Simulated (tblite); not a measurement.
C3H7NOSi.
Z-matrix (Å and degrees, GFN2-xTB geometry), rows numbered from 1:
```
C 
N   1  1.2557
C   2  1.3879  1  123.66
C   3  1.3349  2  124.40  1    41.25
O   3  1.3401  2  113.75  1  -144.03
Si  5  1.6388  3  126.08  2    -4.21
H   1  1.0921  2  124.57  3     3.19
H   1  1.0804  2  117.97  3  -177.25
H   4  1.0735  3  120.56  2   173.18
H   4  1.0736  3  121.26  2    -4.04
H   6  1.4564  5   97.76  3  -179.70
H   6  1.4636  5  110.84  3    62.12
H   6  1.4596  5  110.87  3   -60.32
```

All values are computed: GFN2-xTB (tblite) harmonic vibrations without scaling, gas phase. Errors from tens to a few hundred cm⁻¹ against measured bands are possible. Modes of hydrogen on silicon can be 10 to 20 % off. One conformer, not necessarily the lowest.

Harmonic wavenumbers (cm⁻¹): 83.3, 105.9, 125.9, 176.4, 274.1, 377.2, 418.9, 573.2, 603.7, 657.3, 680.9, 746.9, 752.5, 754.2, 795.8, 819.5, 820.7, 908.8, 972.7, 1026.3, 1147.3, 1257.6, 1370.5, 1415.6, 1646.0, 1722.8, 2245.2, 2287.7, 2322.8, 2916.5, 3070.6, 3135.0, 3172.6.

A = 5122, B = 2116, C = 1546 MHz; mass 101.030 u (most abundant isotopes); point group C1, symmetry number 1.

Question: Zero-point energy?

Answer: Half the sum of the wavenumbers: 19692 cm⁻¹ = 56.30 kcal/mol.

Question: What is S at 298.15 K and 1 bar for an ideal gas of classical rigid rotors and harmonic oscillators?

Answer: Translation 39.77, rotation 27.35, vibration 19.48: S = 86.6 cal/(mol K).

Question: And Cp and H(298.15 K) − H(0)?

Answer: Cp = 30.28 cal/(mol K), of which vibrations give 22.33 (their classical limit is 33 R = 65.6); H(298.15 K) − H(0) = 5.59 kcal/mol without the zero-point energy, 3.22 from vibrations.

Question: How do the functions run with temperature in this model?

Answer: 
| T (K) | S (cal/(mol K)) | Cp (cal/(mol K)) | H − H(0) (kcal/mol) | G − H(0) (kcal/mol) | ln q(vib) |
| --- | --- | --- | --- | --- | --- |
| 150 | 70.3 | 18.6 | 1.97 | -8.58 | 1.74 |
| 250 | 81.6 | 26.5 | 4.22 | -16.19 | 3.50 |
| 400 | 96.5 | 37.2 | 9.03 | -29.57 | 6.24 |
| 600 | 113.6 | 46.9 | 17.51 | -50.62 | 9.88 |
| 900 | 134.4 | 55.8 | 33.03 | -87.94 | 14.97 |

q(vib) and H(0) count from the zero-point level.

Question: Which modes carry the vibrational entropy at 298.15 K?

Answer: 83.3 cm⁻¹: 3.81; 105.9 cm⁻¹: 3.34; 125.9 cm⁻¹: 3.01; 176.4 cm⁻¹: 2.37; 274.1 cm⁻¹: 1.57; 377.2 cm⁻¹: 1.05 cal/(mol K); the other 27 give 4.33 together.

Question: Blend soft modes into free rotors: weight 1/[1 + (100 cm⁻¹/ν̃)⁴] for the oscillator and the rest for a rotor with moment μB/(μ + B), μ = h/(8π²ν), B = 10⁻⁴⁴ kg m². What vibrational entropy results?

Answer: 18.61 cal/(mol K) in place of 19.48, which changes −T·S at 298.15 K by +0.26 kcal/mol.

Question: What must be added to the electronic energy to get the Gibbs energy at 298.15 K and 1 bar?

Answer: ZPE + [H(298.15 K) − H(0)] − T·S = 56.30 + 5.59 − 25.82 = 36.07 kcal/mol.

Hindered rotation and anharmonicity are outside this model. Other conformers, if any are populated, would add a mixing term that is left out. The structure is chiral; the term R ln 2 for an equal mix with its mirror image is left out.
